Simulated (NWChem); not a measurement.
Polarisability of H$_{3}$B

```
B
H 1 1.2044
H 1 1.2044 2 120.00
H 1 1.2044 2 120.00 3 180.00
```
Charge 0, spin multiplicity 1.

The numbers come from NWChem runs, not from measurements. Structure: optimised with B3LYP/def2-SVP, a minimum by its harmonic frequencies.

Basis set: 6-31G*. Static limit. This basis has no diffuse functions, which lowers polarisabilities.

The correlated methods keep 1 core orbital frozen. B3LYP has NWChem's definition, with VWN1-RPA local correlation. The Pople sets run with spherical d functions. The structure started from a generated list of species. Coupled-cluster values serve here as a point of comparison, not as the truth.

Question: For the isotropic polarisability, HF gives 13.02 bohr³ and PBE gives 13.62 bohr³. What do B3LYP, PBE0, CCSD linear response give?

Answer: B3LYP: 13.31 bohr³; PBE0: 13.48 bohr³; CCSD linear response: 13.12 bohr³.
